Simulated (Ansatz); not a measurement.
## Ansatz (development build ahead of 0.2.0) run

```yaml
crystal:
  periodic: [false, false, false]
  atoms:
    - { symbol: H, position_ang: [0.0, 0.0, -2.1375] }
    - { symbol: H, position_ang: [0.0, 0.0, -1.2825] }
    - { symbol: H, position_ang: [0.0, 0.0, -0.4275] }
    - { symbol: H, position_ang: [0.0, 0.0, 0.4275] }
    - { symbol: H, position_ang: [0.0, 0.0, 1.2825] }
    - { symbol: H, position_ang: [0.0, 0.0, 2.1375] }
basis:
  gaussian: { orbitals: "6-31G" }
hamiltonian:
  xc: hf
correlation:
  method: mp2
  frozen_orbitals: { H: 0 }
output:
  forces: true
```

The input is written out in the form of the current development build from the run's settings.

The run gave:

```
Converged          : yes
Reference energy   : -3.23126 hartree
Correlation energy : -0.06407 hartree
Total energy       : -3.29533 hartree
```

Forces (eV/Å):
| atom | Fx | Fy | Fz |
| --- | --- | --- | --- |
| H1 | 0.000 | 0.000 | 1.337 |
| H2 | 0.000 | 0.000 | -6.543 |
| H3 | 0.000 | 0.000 | 5.804 |
| H4 | 0.000 | 0.000 | -5.804 |
| H5 | 0.000 | 0.000 | 6.543 |
| H6 | 0.000 | 0.000 | -1.337 |

Caution: bonds are stretched, where a single reference can fail; stretched shape with no unrestricted run beside it, a lower state can exist.
